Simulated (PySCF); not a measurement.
**Bi⁺: ionisation energy**

Bi⁺ [Xe] 4f14 5d10 6s2 6p2 (3P) → Bi²⁺ [Xe] 4f14 5d10 6s2 6p1 (2P), as a difference of total energies. Computed with PySCF 2.14 in cc-pVTZ-PP with ECP60MDF (5s4p3d1f, 39 functions), with a scalar-relativistic core potential. Correlated levels: valence: 5s2 5p6 5d10 frozen. The calculations carry no spin-orbit coupling.

```tsv
method	ionisation energy (eV)
UHF	15.311
TPSS	15.715
PBE	15.772
MP2 (valence)	15.578
SCS-MP2 (valence)	15.520
CCSD (valence)	15.615
CCSD(T) (valence)	15.629
```

Q: How much does correlation contribute at CCSD(T) (valence)?

A: 15.629 − (15.311) = 0.318 eV, measured against UHF.

Spin-orbit coupling is strong in these open shells (close to jj coupling). The scalar numbers leave it out and a first-order estimate fails, so it can dominate the gap to the real levels.

Errors of the correlated levels include the incompleteness of this basis and the frozen core.

For comparison: 16.703 eV (measured; NIST Atomic Spectra Database, ionization energies).
